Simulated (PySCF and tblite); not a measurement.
The numbers below are computed, except where a source is named.
**Dynamics report: pyramidal inversion**

System: C4H11NSi, numbered as in [CH3:1][N:2]1[CH2:3][CH2:4][SiH2:5][CH2:6]1.

Motion: pyramidal inversion at N2. The path came from a restrained scan, a climbing-image band and a saddle search at GFN2-xTB; energies are B3LYP/pcSseg-1 + D3(BJ)//GFN2-xTB, thermal terms GFN2-xTB. Rates follow Eyring's equation with the number of equivalent paths and no tunnelling. (PySCF 2.14 with density fitting, tblite 0.8.)

```
 point  symmetry  E(GFN2) kcal/mol  E(DFT) kcal/mol  ZPE change kcal/mol  lowest mode cm⁻¹  dipole D
 start        C1               0.0              0.0                 0.00                94      0.52
saddle        C1               6.7              7.4                -0.93              252i      0.54
   end        C1               0.3              3.4                 0.52               118      0.56
```

* Electronic barrier: 7.4 kcal/mol
* Barrier with zero-point energy: 6.4 kcal/mol
* ΔH‡ (298 K): 6.4 kcal/mol
* ΔS‡ (298 K, symmetry apart): 0.5 cal/(mol K)
* Paths: 1 equivalent path
* End point: a different minimum
* Mean lifetime of the start against this motion at 298 K: 6.3 ns
* Cost: 52 s on 1 thread of INTEL XEON PLATINUM 8581C @ 2.30GHz, on a host shared with other jobs (rough), peak memory 0.85 GiB, launched as `OMP_NUM_THREADS=1 python ens_run.py task.json out`

| T/K | ΔG‡ kcal/mol | k s⁻¹ | ΔG kcal/mol | k back s⁻¹ |
| --- | --- | --- | --- | --- |
| 150 | 6.3 | 2030 | 4.0 | 1.2×10⁹ |
| 200 | 6.3 | 5.8×10⁵ | 4.0 | 1.3×10¹⁰ |
| 250 | 6.3 | 1.8×10⁷ | 4.0 | 5.6×10¹⁰ |
| 298 | 6.3 | 1.6×10⁸ | 4.0 | 1.5×10¹¹ |
| 350 | 6.3 | 8.6×10⁸ | 4.1 | 3×10¹¹ |
| 400 | 6.3 | 2.9×10⁹ | 4.1 | 5.1×10¹¹ |
| 500 | 6.5 | 1.6×10¹⁰ | 4.2 | 1×10¹² |

ΔG and ΔG‡ leave out symmetry numbers and mirror images; rates count paths: 1 out, 1 back.
